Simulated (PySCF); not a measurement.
**Ionisation energy of Sr by level of theory**

Sr [Kr] 5s2 (1S) → Sr⁺ [Kr] 5s1 (2S), as a difference of total energies. Calculation: PySCF 2.14, in x2c-SVPall (6s4p5d1f, 50 functions); the spin-free X2C one-electron Hamiltonian (Gaussian nucleus). Correlated levels: valence: [Kr] frozen. The calculations carry no spin-orbit coupling.

```csv
method,ionisation energy (eV),error (eV)
UHF,4.774,-0.921
M06-2X,6.002,+0.307
M06-L,5.802,+0.107
MP2 (valence),5.203,-0.492
SCS-MP2 (valence),5.288,-0.407
CCSD (valence),5.433,-0.262
```

Reference: 5.695 eV (measured; NIST Atomic Spectra Database, ionization energies).

Errors of the correlated levels include the incompleteness of this basis and the frozen core.

With two correlated electrons CCSD is exact in that space.

The coupled-cluster amplitudes are large for Sr (T1 above 0.03 or a double amplitude above 0.15), so a single reference is strained.
